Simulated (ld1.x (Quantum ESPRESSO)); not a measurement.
**Be (Z = 4), TM: configuration errors across variants**

```json
{
 "Element": "Be",
 "Generator": "ld1.x (Quantum ESPRESSO) 7.5",
 "Type": "norm-conserving Troullier–Martins (Kleinman–Bylander form)",
 "Functional": "PBE",
 "Relativity": "scalar-relativistic",
 "Frozen core": "none",
 "Valence charge": "4",
 "Reference configuration": "1s2 2s2 2p0",
 "Partial waves": "2p (bound, empty): rc 4.20 bohr; 1s (bound): rc 0.35 bohr",
 "Local potential": "the s channel",
 "Core correction": "none"
}
```

Occupied shells without a wave of their own: 2s. They enter only through the test configuration that unscreens the potential.

All-electron excitation energies from the reference (eV): (1) 1s2 2s1 2p0 9.551; (2) 1s2 2s0 2p0 27.499; (3) 1s2 2s1.5 2p0 3.761; (4) 1s1 2s2 2p0 128.282.

Tests that are not counted but printed errors over 1 eV. “base”: 1s2 2s0 2p2 (solver errors, printed error -14.3 eV); 1s2 2s0 2p1 (solver errors, printed error -4.2 eV); 1 more. “all radii scaled by about 0.85 (s 0.30, p 3.58 bohr)”: 1s2 2s0 2p2 (solver errors, printed error -14.4 eV); 1s2 2s0 2p1 (solver errors, printed error -4.2 eV); 1 more. “all radii scaled by about 0.93 (s 0.32, p 3.90 bohr)”: 1s2 2s0 2p2 (solver errors, printed error -14.4 eV); 1s2 2s0 2p1 (solver errors, printed error -4.2 eV); 1 more. “all radii scaled by about 1.09 (s 0.38, p 4.60 bohr)”: 1s2 2s0 2p2 (solver errors, printed error -14.3 eV); 1s2 2s0 2p1 (solver errors, printed error -4.1 eV); 1 more. “all radii scaled by about 1.19 (s 0.42, p 4.98 bohr)”: 1s2 2s0 2p2 (solver errors, printed error -14.3 eV); 1s2 2s0 2p1 (solver errors, printed error -4.1 eV); 1 more.

Errors AE − PS in meV (a dash: test not solved or not reliable):

| change | (1) | (2) | (3) | (4) | bound ghosts |
| --- | --- | --- | --- | --- | --- |
| base | +8.0 | +22 | +3.3 | +24 | none |
| all radii scaled by about 0.85 (s 0.30, p 3.58 bohr) | +4.2 | +12 | +1.8 | +4.7 | not determined |
| all radii scaled by about 0.93 (s 0.32, p 3.90 bohr) | +5.7 | +16 | +2.4 | +13 | not determined |
| all radii scaled by about 1.09 (s 0.38, p 4.60 bohr) | +13 | +35 | +5.3 | +42 | none |
| all radii scaled by about 1.19 (s 0.42, p 4.98 bohr) | +20 | +56 | +8.5 | +68 | none |
| all radii scaled by about 1.27 (s 0.44, p 5.32 bohr) | +25 | +71 | +11 | +85 | none |
| all radii scaled by about 1.35 (s 0.48, p 5.68 bohr) | +37 | +102 | +15 | +116 | none |

Question: Give the same row for: all radii scaled by about 0.75 (s 0.26, p 3.14 bohr).

Answer: +2.6, +7.4, +1.1, -5.6; bound ghosts: not determined. Not counted: 1s2 2s0 2p2 (solver errors, printed error -14.4 eV); 1s2 2s0 2p1 (solver errors, printed error -4.2 eV).
